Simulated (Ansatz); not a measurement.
`F[B@-]1(Cl)[SH+][B@@-](F)(Cl)[SH+]1`, charge 0, multiplicity 1.

Question: Give a relaxed structure at PBE0-D4/def2-TZVP (Ansatz 0.2.0). (An estimate is asked.)

Answer: Computed: 
Cartesian coordinates in Å:
```
F 2.246 0.700 -0.158
B 0.930 0.903 -0.342
Cl 0.420 2.455 -1.078
S -0.098 0.616 1.358
B -1.189 -0.592 0.183
F -1.319 -1.815 0.726
Cl -2.684 0.266 -0.308
S 0.093 -0.611 -1.361
H 0.707 -0.365 1.811
H 0.892 -1.557 -0.831
```
Point group C2v.
This is one stationary point; other conformers may exist.
